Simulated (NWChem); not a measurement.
System: C2H2Cl2 cation, doublet; SMILES of the neutral closed-shell parent C(=C\Cl)/Cl

NWChem input:

```
start job
memory heap 200 mb stack 900 mb global 1100 mb
charge 1
geometry units angstroms noautosym nocenter noautoz
  Cl     0.044459    -2.108729     0.000000
  C     -0.462934    -0.523900     0.000000
  C      0.462934     0.523900     0.000000
  Cl    -0.044459     2.108729     0.000000
  H     -1.536954    -0.346593     0.000000
  H      1.536954     0.346593     0.000000
end
basis spherical
  * library 6-31g*
end
dft
  odft
  mult 2
  xc b3lyp
  iterations 150
end
cosmo
  do_cosmo_smd true
  solvent acetntrl
end
task dft energy
```

Output (shortened):

```
             Northwest Computational Chemistry Package (NWChem) 7.3.0
             --------------------------------------------------------

                             Geometry "geometry" -> ""
                             -------------------------

 Output coordinates in angstroms (scale by  1.889725989 to convert to a.u.)

  No.       Tag          Charge          X              Y              Z
 ---- ---------------- ---------- -------------- -------------- --------------
    1 Cl                  17.0000     0.04445900    -2.10872900     0.00000000
    2 C                    6.0000    -0.46293400    -0.52390000     0.00000000
    3 C                    6.0000     0.46293400     0.52390000     0.00000000
    4 Cl                  17.0000    -0.04445900     2.10872900     0.00000000
    5 H                    1.0000    -1.53695400    -0.34659300     0.00000000
    6 H                    1.0000     1.53695400     0.34659300     0.00000000

 Effective nuclear repulsion energy (a.u.)     178.0209220021

                                 NWChem DFT Module
                                 -----------------

 Summary of "ao basis" -> "ao basis" (spherical)
 ------------------------------------------------------------------------------
       Tag                 Description            Shells   Functions and Types
 ---------------- ------------------------------  ------  ---------------------
 Cl                          6-31g*                  8       18   4s3p1d
 C                           6-31g*                  6       14   3s2p1d
 H                           6-31g*                  2        2   2s

 in cosmo_initialize ...
 calling solv_data for solv:acetntrl

 solvent parameters
 solvname_short: acetntrl
 solvname_long:  acetonitrile
 dielec:       35.6880
 dielecinf:     1.8069
 nonaqueous SMD model solvent descriptors
 dielec:       35.6880
 sola:          0.0700
 solb:          0.3200
 solc:          0.0000
 solg:         41.2500
 solh:          0.0000
 soln:          1.3442

          ---------------
          -cosmo- solvent
          ---------------
 Cosmo: York-Karplus, doi: 10.1021/jp992097l
 dielectric constant -eps-     =  35.69
 screen = (eps-1)/(eps    )    =   0.97198
 surface charge correction     = lagrangian

   van der Waals surface
 --------------------------

[...]

                                COSMO-SMD solvation results
                                ---------------------------

             internal energy in gas <Psi(g)|H|Psi(g)> =      -997.429160604274
         internal energy in solvent <Psi(s)|H|Psi(s)> =      -997.426421009315
                               delta internal energy  =         0.002739594959 (    1.72 kcal/mol)
   total free energy in solvent <Psi(s)|H+V/2|Psi(s)> =      -997.524038985621
 polarization energy contribution <Psi(s)|V/2|Psi(s)> =        -0.097617976306 (  -61.26 kcal/mol)
    total free energy in solvent including G(SMD-CDS) =      -997.525340282585
                       G(SMD-CDS) energy contribution =        -0.001301296964 (   -0.82 kcal/mol)
     1 M fixed-concentration free energy of solvation =        -0.096179678311 (  -60.35 kcal/mol)

                    DFT Final Alpha Molecular Orbital Analysis
                    ------------------------------------------

 Vector   22  Occ=1.000000D+00  E=-3.961816D-01
              MO Center=  3.6D-09,  1.9D-07, -2.9D-11, r^2= 5.3D+00
   Bfn.  Coefficient  Atom+Function         Bfn.  Coefficient  Atom+Function
  ----- ------------  ---------------      ----- ------------  ---------------
     7      0.526605  1 Cl px                53      0.526605  4 Cl px
    11      0.242114  1 Cl px                57      0.242114  4 Cl px
     3     -0.201907  1 Cl px                49     -0.201907  4 Cl px
    24      0.160153  2 C  s                 38     -0.160153  3 C  s
     8      0.094732  1 Cl py                54      0.094732  4 Cl py

 Vector   23  Occ=1.000000D+00  E=-3.861786D-01
              MO Center= -3.7D-09, -1.9D-07, -1.6D-10, r^2= 5.1D+00
   Bfn.  Coefficient  Atom+Function         Bfn.  Coefficient  Atom+Function
  ----- ------------  ---------------      ----- ------------  ---------------
     7      0.478784  1 Cl px                53     -0.478784  4 Cl px
    11      0.230832  1 Cl px                57     -0.230831  4 Cl px
     3     -0.183542  1 Cl px                49      0.183542  4 Cl px
     8      0.176981  1 Cl py                54     -0.176981  4 Cl py
    21     -0.148428  2 C  px                35      0.148428  3 C  px

 Vector   24  Occ=1.000000D+00  E=-3.339308D-01
              MO Center=  1.6D-09, -1.5D-09, -9.8D-10, r^2= 3.7D+00
   Bfn.  Coefficient  Atom+Function         Bfn.  Coefficient  Atom+Function
  ----- ------------  ---------------      ----- ------------  ---------------
     9      0.418192  1 Cl pz                55      0.418192  4 Cl pz
    23     -0.333755  2 C  pz                37     -0.333755  3 C  pz
    13      0.230433  1 Cl pz                59      0.230433  4 Cl pz
    27     -0.218503  2 C  pz                41     -0.218503  3 C  pz
     5     -0.157715  1 Cl pz                51     -0.157715  4 Cl pz

 Vector   25  Occ=0.000000D+00  E=-1.174940D-01
              MO Center= -1.7D-09, -3.2D-09,  9.3D-10, r^2= 2.3D+00
   Bfn.  Coefficient  Atom+Function         Bfn.  Coefficient  Atom+Function
  ----- ------------  ---------------      ----- ------------  ---------------
    27      0.522579  2 C  pz                41     -0.522579  3 C  pz
    23      0.475588  2 C  pz                37     -0.475588  3 C  pz
     9     -0.195714  1 Cl pz                55      0.195714  4 Cl pz
    13     -0.190844  1 Cl pz                59      0.190844  4 Cl pz
     5      0.072009  1 Cl pz                51     -0.072009  4 Cl pz

[...]
```

Level: B3LYP/6-31G* (spherical d), spin-unrestricted, SMD on the gas-phase geometry. In the optimisation the excess spin sits in au (C2h, its own frame). The geometry was optimised at B3LYP/6-31G* (spherical d), spin-unrestricted. The spin multiplicity was typed, not searched, and may not be the lowest. No stability test was run on the SCF state. Solvent: acetonitrile.
